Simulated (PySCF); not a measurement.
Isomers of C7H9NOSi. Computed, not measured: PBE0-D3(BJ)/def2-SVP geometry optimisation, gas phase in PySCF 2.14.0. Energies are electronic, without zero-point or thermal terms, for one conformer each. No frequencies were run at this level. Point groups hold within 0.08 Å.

**Question.** Order them by energy at this level, lowest first, and give relative energies in kcal/mol.
A. `[CH2:1]=[C:2]([O:3][SiH3:4])[c:5]1[cH:6][cH:7][cH:8][cH:9][n:10]1` with C1–C2–O3–Si4 1°, C1–C2–C5–C6 -179°
B. `[CH2:1]=[N:2][c:3]1[cH:4][cH:5][c:6]([O:7][SiH3:8])[cH:9][cH:10]1` with C1–N2–C3–C4 36°, C5–C6–O7–Si8 179°

**Answer.** A (0.0), B (4.3).

As drawn, the lower has a C=C bond outside aromatic rings, which the higher lacks; the higher has a C=N bond, which the lower lacks.

```
              SMILES      E (Eh)  E rel (kcal/mol)  dipole (D)  point group       A, B, C (MHz)
C=C(O[SiH3])c1ccccn1  -690.67953               0.0        1.46           Cs  3151, 626.3, 525.7
C=Nc1ccc(O[SiH3])cc1  -690.67263               4.3        1.03           C1  4382, 523.6, 474.3
```

**Question.** How do the relative energies change in single points at PBE0/pcSseg-1 (no added dispersion term) on the same geometries?

**Answer.** 
| SMILES | PBE0-D3(BJ)/def2-SVP (kcal/mol) | PBE0/pcSseg-1 (kcal/mol) | shift |
| --- | --- | --- | --- |
| C=C(O[SiH3])c1ccccn1 | 0.0 | 0.0 | 0.0 |
| C=Nc1ccc(O[SiH3])cc1 | 4.3 | 4.5 | +0.2 |

Each column counts from its own lowest isomer. The order is unchanged; the largest shift is 0.2 kcal/mol.
